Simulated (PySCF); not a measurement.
Molecule: SMILES N#CC/C=N/C/C=C/F, C6H7FN2.

Bonds (- single, = double, # triple, : aromatic): N1#C2, C2-C3, C3-C4, C4=N5, N5-C6, C6-C7, C7=C8, C8-F9. C3 carries H10, H11; C4 carries H12; C6 carries H13, H14; C7 carries H15; C8 carries H16. Stereochemistry as in N#CC/C=N/C/C=C/F.

Frames of a GFN2-xTB Langevin trajectory at 300 K; GIAO PBE0/pcSseg-1 shieldings in PySCF, gas phase, non-relativistic; equivalent atoms averaged within each frame.

References, each an isolated molecule treated in the same way: NH3 for ¹⁵N (σ = 267.73 ppm); ¹³C (σ = 186.93 ppm) and ¹H (σ = 31.72 ppm) vs TMS; CFCl3 for ¹⁹F (σ = 170.95 ppm). The references are static minima.

How do the shifts (ppm) fluctuate along the trajectory?

Answers


```tsv
time (fs)	N5	N1	C8	C4	C2	C7	C6	C3	F9	H16
250	374.7	313.9	168.6	152.8	119.0	112.6	53.8	26.2	-117.0	7.76
425	406.8	301.4	164.1	155.5	115.8	127.6	65.0	25.4	-136.3	6.29
625	383.8	325.5	159.9	174.0	126.2	117.6	67.2	26.1	-117.6	7.82
800	373.1	297.0	159.1	159.8	115.2	125.9	60.7	26.7	-125.7	6.96
1000	384.1	314.4	165.2	152.7	119.7	109.4	50.7	31.9	-120.2	8.50
mean of frames	384.5	310.4	163.4	159.0	119.2	118.6	59.5	27.2	-123.4	7.47
standard deviation	13.5	11.4	3.9	8.9	4.4	8.0	7.1	2.6	8.0	0.85
```

5 frames give an uncertainty of the mean of about the standard deviation over 2.2 at best, since frames this close in time may not be independent; classical motion lacks zero-point vibration, and the reference would need the same averaging.
